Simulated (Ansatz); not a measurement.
Input file for Ansatz (an electronic-structure program): R-PBE0/def2-TZVPPD on CH6F2Si (a complex), monomers drawn apart or pushed together. Files ending in .json are basis or fitting sets from the Basis Set Exchange.

Ansatz 0.2 input:
```yaml
crystal:
  periodic: [false, false, false]
  atoms:
    - {symbol: Si, position_ang: [-0.08844837, 0.05609210, 0.07425440]}
    - {symbol: H, position_ang: [0.20433039, -1.17421800, 0.84566938]}
    - {symbol: H, position_ang: [-1.31282739, 0.69460376, 0.60054249]}
    - {symbol: H, position_ang: [-0.29472636, -0.31395754, -1.34560938]}
    - {symbol: H, position_ang: [1.05693863, 0.98628997, 0.17453923]}
    - {symbol: F, position_ang: [0.39441710, 0.58771975, 3.78547637]}
    - {symbol: C, position_ang: [-0.03312379, -0.53218891, 4.43694013]}
    - {symbol: F, position_ang: [-1.38941069, -0.59172470, 4.34472739]}
    - {symbol: H, position_ang: [0.24478215, -0.44825783, 5.48861411]}
    - {symbol: H, position_ang: [0.39122899, -1.40588753, 3.94099592]}
basis:
  gaussian:
    orbitals: def2-TZVPPD.json
hamiltonian:
  xc: {name: PBE0}
scf: {lower_state_search: off}
```

Output:

```
Functional definition: PBE0
[...]
these checks for a lower state are left out or cut short: stability, starts, cluster_reference, orbital_swaps, neighbouring_geometries, increment
integrals: 0.18 GiB planned
1244 factors; their error is unknown
mean field: 1.53 GiB planned
mean field evaluation 1: about -14437.3016 eV, gradient 3.0e1 eV
mean field evaluation 2: about -14437.2645 eV, gradient 3.3e1 eV
mean field evaluation 4: about -14438.7224 eV, gradient 1.5e0 eV
mean field evaluation 8: about -14438.7244 eV, gradient 4.5e-2 eV
mean field evaluation 16: about -14438.7466 eV, gradient 1.5e-5 eV
mean field -14438.74662493 eV, -530.6141515321 hartree, gradient 5.6e-6 eV, S^2 0.000000; 0 other end points of the search recorded, 0 dependent functions left out
reference -14438.74666849 eV, -530.6141531330 hartree; 22, 22 occupied and 245, 245 virtual orbitals, 1244 factors
Total energy: -14438.74666849 eV, -530.6141531330 hartree
Checks for a lower state left out: stability, starts, cluster_reference, orbital_swaps, neighbouring_geometries, increment
```

The run converged.

Cost: roughly 3 core-seconds.
